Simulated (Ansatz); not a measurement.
Reaction (substitution at a C–C bond): `CCC(C)C#N` + `[OH][Ga]([Cl])[Cl]` → `C[O][Ga]([Cl])[Cl]` + `CC(C)C#N`

Computed with Ansatz on PBE0-D4/def2-TZVP structures; ΔE is electronic, products minus reactants. CCSD(T)/CBS adds triple-zeta CCSD(T) − MP2 to the extrapolated MP2 energy (def2 sets, frozen cores). Functionals use def2-TZVPP. HSE06 is defined as in plane-wave codes. For Ga outer-core shells are correlated without core-valence functions, which leaves a few kJ/mol of doubt a bond. Scalar relativity is left out up to krypton. One conformer a species, not always the lowest.

Is it downhill or uphill in electronic energy at CCSD(T)/CBS, and by how much? (An estimate is asked.)

The calculation gave: Uphill: ΔE = +0.65 eV.

What do these levels give: PBE-D4, r2SCAN-D4, HSE06-D4, CAM-B3LYP-D4, ωB97M-V, B2PLYP, PBE, revPBE, HF/def2-SVP, CCSD/def2-SVP, HF/def2-TZVPP, MP2/def2-QZVPP? (An estimate is asked.)

Computed: PBE-D4 0.59, r2SCAN-D4 0.61, HSE06-D4 0.62, CAM-B3LYP-D4 0.57, ωB97M-V 0.63, B2PLYP 0.58, PBE 0.58, revPBE 0.56, HF/def2-SVP 0.44, CCSD/def2-SVP 0.55, HF/def2-TZVPP 0.52, MP2/def2-QZVPP 0.70 eV.

Largest T1 diagnostic among the species: 0.013.

In def2-TZVPP, CCSD(T) changes the Hartree–Fock value by +0.11 eV (the triples alone add +0.01 eV) and MP2 by +0.17 eV. Leaving LDA and LC-ωPBE aside and taking each functional with its dispersion term where it has one, the values, not all of them listed here, spread over 0.13 eV, from BLYP-D4 to PBE-QIDH. LDA lies +0.06 eV from PBE without D4. From PBE to PBE0 (25 % exact exchange), in def2-TZVPP and without D4, ΔE moves by +0.03 eV.
